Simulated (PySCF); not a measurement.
Species: C2H10GeOSi2.
Geometry (PBE0-D3(BJ)/def2-SVP, Å), atoms numbered from 1 in this order:
```xyz
16
C2H10GeOSi2 angstrom
C     -2.311   -1.099   -0.047
C     -0.861   -1.124    0.355
O     -0.450   -1.819    1.256
Si     0.415    0.022   -0.581
Si    -0.077    2.260   -0.074
Ge     2.540   -0.660    0.240
H     -2.410   -1.367   -1.111
H     -2.712   -0.078    0.060
H     -2.889   -1.797    0.575
H      0.273   -0.166   -2.062
H     -1.462    2.600   -0.528
H      0.004    2.463    1.405
H      0.890    3.182   -0.746
H      2.726   -2.173    0.034
H      3.667    0.086   -0.501
H      2.638   -0.329    1.738
```

Computed with core-valence-separated Tamm–Dancoff BHandHLYP/aug-pcX-1 (pcseg-1 on H, def2-SVPD on Ge, def2-SVPD on Si) in PySCF, non-relativistic, gas phase, PBE0-D3(BJ)/def2-SVP geometry. The energies are unshifted.

The lowest roots of each edge with f over 0.003 (five at most, numbered afresh; weaker and dark ones are left out), with transition dipoles (au) in the frame of the coordinates:

```csv
root,edge,E (eV),μx,μy,μz
1,C,282.93,-0.0181,0.0772,0.0682
2,C,285.57,-0.0326,0.0153,-0.0206
3,C,286.33,0.0099,-0.0566,-0.0411
4,C,286.44,0.0108,0.0216,-0.0437
5,C,286.77,0.0257,0.0246,-0.0154
6,O,528.24,0.0106,-0.0470,-0.0410
7,O,534.95,-0.0099,-0.0082,0.0095
```

Q: What are the oscillator strengths?

A: f = (2/3) ΔE |μ|², with ΔE in hartree (27.2114 eV):

```tsv
root	ΔE (Eh)	|μ|² (au)	f	core hole on
1	10.3976	0.010939	0.076	C2
2	10.4946	0.001721	0.012	C1
3	10.5224	0.004991	0.035	C1
4	10.5263	0.002493	0.017	C1
5	10.5388	0.001503	0.011	C1
6	19.4126	0.004002	0.052	O3
7	19.6592	0.000256	0.003	O3
```

Q: Molecules are fixed in this frame and the field points along (1, 1, 0)/√2. What effective strengths 3 f cos²θ do the roots have (θ between field and μ)?

A: root 1 (C2): 0.036, root 2 (C1): 0.003, root 3 (C1): 0.023, root 4 (C1): 0.011, root 5 (C1): 0.027, root 6 (O3): 0.026, root 7 (O3): 0.006. Root 1 is the strongest. Averaged over all orientations cos²θ is 1/3, which gives f back.

 The BHandHLYP/aug-pcX-1 (pcseg-1 on H, def2-SVPD on Ge, def2-SVPD on Si) calculation is non-relativistic and has no spin–orbit coupling, an omission that weighs most on germanium.

The run took 83 s on an Intel Xeon at 2.50 GHz with one thread (shared host), and the process peaked at 0.98 GiB of memory.

One conformer stands for the species.
